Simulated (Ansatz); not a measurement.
Mulliken charges of `[AlH2][C]#C[O][SbH2]` from B3LYP/def2-TZVPP in Ansatz (PBE0-D4/def2-TZVP geometry).

```
atom   x (Å)   y (Å)   z (Å)  charge (e)
 Al1  -0.802   1.608  -1.810       0.536
  C2   0.262   0.612  -0.630      -0.553
  C3   0.971  -0.027   0.131       0.311
  O4   1.725  -0.686   0.917      -0.441
 Sb5   0.906  -2.008   2.224       0.620
  H6  -0.133   2.645  -2.805      -0.155
  H7  -2.375   1.407  -1.808      -0.157
  H8  -0.144  -2.677   1.049      -0.081
  H9  -0.321  -0.921   2.715      -0.081
```

By hand: the dipole of these point charges (1 e Å = 4.8032 D).

Σ q r = (-0.041, -0.767, 0.807) e Å, of length 1.114 e Å = 5.35 D.

How does the dipole of the full density compare? (Estimate.)

The calculation gave: (0.039, -0.652, 0.696) e Å, 4.58 D; the point charges give 1.17 times that, at 4° from its direction.

Point charges leave out the atoms' own dipoles, such as those of lone pairs, and Mulliken's split depends on the basis, so the two needn't agree.

B3LYP here is the variant with VWN-RPA as its local correlation; programs differ in this.
